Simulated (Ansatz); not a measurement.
Reaction (hydrogen abstraction from the O–H bond): `[OH][Al]([F])[F]` + `[CH3]`• → `[O][Al]([F])[F]`• + CH₄

Program: Ansatz. Geometries: PBE0-D4/def2-TZVP. ΔE: electronic, gas phase. CCSD(T)/CBS adds triple-zeta CCSD(T) − MP2 to the extrapolated MP2 energy (def2 sets, frozen cores). This one scheme is used for every species. Functionals use def2-TZVPP. B3LYP here is the variant with VWN-RPA as its local correlation; programs differ in this. HSE06 is defined as in plane-wave codes. No spin–orbit coupling; open shells (•) take unrestricted orbitals. One conformer a species, not always the lowest.

| level | ΔE (kcal/mol) | difference from CCSD(T)/CBS |
| --- | --- | --- |
| LDA (SPW92) | 22.3 | 3.4 |
| PBE-D4 | 17.2 | -1.7 |
| revPBE-D4 | 15.7 | -3.2 |
| BLYP-D4 | 15.8 | -3.1 |
| PBE0-D4 | 16.5 | -2.4 |
| B3LYP-D4 | 15.8 | -3.1 |
| r2SCANh-D4 | 17.9 | -1.0 |
| r2SCAN0-D4 | 17.2 | -1.7 |
| HSE06-D4 | 16.5 | -2.4 |
| BHLYP-D4 | 13.8 | -5.1 |
| CAM-B3LYP-D4 | 16.7 | -2.2 |
| ωB97X-V | 15.0 | -3.9 |
| ωB97M-V | 16.2 | -2.7 |
| B2PLYP | 17.3 | -1.6 |
| PBE-QIDH | 17.8 | -1.1 |
| PBE | 17.1 | -1.8 |
| revPBE | 15.8 | -3.1 |
| BLYP | 15.7 | -3.2 |
| r2SCAN | 18.2 | -0.7 |
| PBE0 | 16.4 | -2.5 |
| r2SCANh | 17.8 | -1.1 |
| r2SCAN0 | 17.1 | -1.8 |
| HSE06 | 16.5 | -2.4 |
| BHLYP | 13.7 | -5.2 |
| CAM-B3LYP | 16.6 | -2.3 |
| LC-ωPBE | 17.9 | -1.0 |
| RPA@PBE/def2-TZVPP | 13.5 | -5.4 |
| HF/def2-SVP | 7.5 | -11.4 |
| MP2/def2-SVP | 18.7 | -0.2 |
| CCSD/def2-SVP | 14.1 | -4.8 |
| CCSD(T)/def2-SVP | 14.0 | -4.9 |
| MP2/def2-TZVPP | 22.3 | 3.4 |
| SCS-MP2/def2-TZVPP | 19.0 | 0.1 |
| CCSD/def2-TZVPP | 16.7 | -2.2 |
| CCSD(T)/def2-TZVPP | 17.3 | -1.6 |
| HF/def2-QZVPP | 8.2 | -10.7 |
| MP2/def2-QZVPP | 23.2 | 4.3 |
| SCS-MP2/def2-QZVPP | 19.9 | 1.0 |
| HF/CBS(def2) | 8.2 | -10.7 |
| CCSD/CBS(def2) | 18.3 | -0.6 |
| CCSD(T)/CBS | 18.9 | 0 |

Largest T1 diagnostic among the species: 0.013.

From BLYP to BHLYP (50 % exact exchange), in def2-TZVPP and without D4, ΔE moves by −2.0 kcal/mol. Leaving LDA and LC-ωPBE aside and taking each functional with its dispersion term where it has one, the values, not all of them listed here, spread over 4.7 kcal/mol, from B97M-V to r2SCAN-D4. LDA lies +5.2 kcal/mol from PBE without D4.
